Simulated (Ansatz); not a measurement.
# Redistribution: C3H9B + C2H7BS2 → C3H9BS + C2H7BS

Species: C3H9B `BC(C)C`, singlet; C2H7BS2 `CCB(S)S`, singlet; C3H9BS `CC(C)BS`, singlet; C2H7BS `CCBS`, singlet. The partners trade H for SH; both sit on B, so the bond types are kept.

Shapes, held fixed at every level: PBE0-D4/def2-TZVP. Flexible molecules stand in one conformer, not always the lowest. Programs: Ansatz 0.2.0. The zero-point and thermal change to 298 K, harmonic and unscaled (PBE0-D4/def2-TZVP), is +3.9 kJ/mol.

```json
{"level": "SPW92/def2-TZVPP", "kind": "LDA", "ΔH(298 K) (kJ/mol)": "-30.0", "less CCSD(T)/CBS estimate": "-2.8", "CPU time (sum over the molecules)": "22 s"}
{"level": "PBE-D4/def2-TZVPP", "kind": "GGA", "ΔH(298 K) (kJ/mol)": "-30.2", "less CCSD(T)/CBS estimate": "-3.0", "CPU time (sum over the molecules)": "46 s"}
{"level": "B3LYP-D4/def2-TZVPP", "kind": "global hybrid", "ΔH(298 K) (kJ/mol)": "-27.8", "less CCSD(T)/CBS estimate": "-0.6", "CPU time (sum over the molecules)": "85 s"}
{"level": "wB97M-V/def2-TZVPP", "kind": "range-separated hybrid", "ΔH(298 K) (kJ/mol)": "-26.4", "less CCSD(T)/CBS estimate": "+0.8", "CPU time (sum over the molecules)": "3.1 min"}
{"level": "wB97X-V/def2-TZVPP", "kind": "range-separated hybrid", "ΔH(298 K) (kJ/mol)": "-25.9", "less CCSD(T)/CBS estimate": "+1.3", "CPU time (sum over the molecules)": "2.1 min"}
{"level": "CCSD(T)/def2-SVP", "kind": "coupled cluster or CI", "ΔH(298 K) (kJ/mol)": "-32.3", "less CCSD(T)/CBS estimate": "-5.1", "CPU time (sum over the molecules)": "81 s"}
{"level": "CCSD/def2-SVP", "kind": "coupled cluster or CI", "ΔH(298 K) (kJ/mol)": "-31.0", "less CCSD(T)/CBS estimate": "-3.8", "CPU time (sum over the molecules)": "–"}
{"level": "CCSD(T)/CBS estimate", "kind": "coupled cluster or CI", "ΔH(298 K) (kJ/mol)": "-27.2", "less CCSD(T)/CBS estimate": "0.0", "CPU time (sum over the molecules)": "53 min"}
```

The highest level, CCSD(T)/CBS estimate, gives ΔH(298 K) = -27.2 kJ/mol; the levels span -32.3 to -25.9. The column of differences is taken from that level and isn't an error. No measured value is set beside it here. The CBS estimate extrapolates MP2 from def2-TZVPP and def2-QZVPP and adds CCSD(T) − MP2 in the triple-zeta set, cores frozen. Times are processor times on shared x86 and Arm servers, and rough.
